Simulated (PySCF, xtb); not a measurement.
Te(Cl)(SH) (ClHSTe), SMILES [Te](S)Cl.

The structure is a stationary point at B3LYP-D3(BJ)/def2-TZVP. The def2 effective core potentials stand for the cores of Te; spin–orbit coupling is left out. The values are those of a single conformer.

Method: C-PCM-PBE0/def2-SVP run with PySCF.

The values are the electrostatic part of the solvation free energy, E(continuum) − E(gas) at the gas-phase geometry, in a cavity of scaled van der Waals radii (PySCF's table); cavitation and dispersion terms are not included. In vacuum the orbital gap is 4.18 eV. The dipole moment in vacuum is 2.27 D.

```tsv
solvent	ε	ΔG(elec) (kcal/mol)	dipole (D)	gap (eV)
water	78.36	-4.1	3.12	4.22
1-octanol	9.86	-3.7	3.02	4.22
chloroform	4.71	-3.1	2.90	4.22
```

For comparison, GFN2-xTB/ALPB(water) (xtb, at the GFN2-xTB geometry, all terms of that model) gives -2.1 kcal/mol.
